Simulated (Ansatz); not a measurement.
System: H2BO, charge 0, doublet. H2BO (SMILES B[O], doublet).
B3LYP-D3(BJ)/def2-TZVP minimum from Ansatz (a quantum-chemistry and plane-wave program):
```xyz
4

B      0.0438    -0.0198     0.5998
H     -0.8593     0.3906     1.2918
H      1.0358    -0.4704     1.1249
O     -0.0495     0.0223    -0.6769
```
Charge 0, spin multiplicity 2.

Total energies in cc-pVTZ, 11 correlated electrons, 2 frozen orbitals. UHF or UKS for unpaired electrons; spin-orbit terms are left out. Cores are frozen in correlated methods. No relativity.

| method | program | energy (Eh) | minus CCSDT(Q) (mEh) |
|---|---|---|---|
| HF | Ansatz | -100.73941 | 339.47 |
| MP2 | Ansatz | -101.03545 | 43.43 |
| CCSD | Ansatz | -101.06548 | 13.39 |
| CCSD(T) | Ansatz | -101.07691 | 1.97 |
| CCSDT(Q) | Ansatz | -101.07888 | 0.00 |
